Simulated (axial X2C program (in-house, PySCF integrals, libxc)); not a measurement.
Spin–orbit splitting of π states down a group (EOM-EA-CCSD)

Calculated with an in-house all-electron X2C program for linear molecules (integrals from PySCF): two-component X2C with atomic mean-field Coulomb and Gaunt terms, Dyall basis sets with cores contracted in-house.

The first pair of π-type roots with Ω = 1/2 and 3/2, reached by adding an electron to a closed-shell reference; vertical energies, inner shells frozen. Splitting means E(3/2) − E(1/2).

Basis sets: Ge dyall-acv3z, H dyall-av3z, Si dyall-av3z, Sn dyall-acv3z. Correlated electrons in EOM-CCSD (inner shells frozen, about 90 virtual spinors): SiH⁺ 4, GeH⁺ 14, SnH⁺ 14.

| species | reference | R (Å) | main character | spinor gap ε(3/2) − ε(1/2), HF (cm⁻¹) |
| --- | --- | --- | --- | --- |
| SiH | SiH⁺ | 1.536 | 81% Si pπ, 13% H pπ | 130 |
| GeH | GeH⁺ | 1.598 | 82% Ge pπ, 12% H pπ | 800 |
| SnH | SnH⁺ | 1.780 | 85% Sn pπ, 11% H pπ | 2000 |

Q: Should these pairs be regular or inverted?

A: Regular: one electron outside a closed shell puts Ω = 1/2 lowest, with the sign of the spinor gap.

EOM-EA-CCSD gives:

```json
{"species": "SiH", "binding Ω = 1/2 (eV)": "7.819", "binding Ω = 3/2 (eV)": "7.802", "splitting (cm⁻¹)": "134", "lowest root?": "yes"}
{"species": "GeH", "binding Ω = 1/2 (eV)": "7.671", "binding Ω = 3/2 (eV)": "7.566", "splitting (cm⁻¹)": "848", "lowest root?": "yes"}
{"species": "SnH", "binding Ω = 1/2 (eV)": "7.205", "binding Ω = 3/2 (eV)": "6.950", "splitting (cm⁻¹)": "2052", "lowest root?": "yes"}
```

A negative binding energy means unbound at this level; the spinor gap is withheld where the HF spinor is unbound or of another character. A small p share on a heavy partner can supply much of the splitting, and mixing of Ω = 1/2 with σ states shifts it further.

Q: With what power of Z of the atom that holds the π orbital does the splitting grow here (least-squares line in log–log)?

A: About Z^2.2 on average, though single steps scatter about that; valence splittings grow roughly as Z², far more slowly than the Z⁴ of hydrogen-like ions, because inner shells screen the nucleus.

States that need a further excitation are missing; levels can be off by some tenths of an eV, splittings by less.
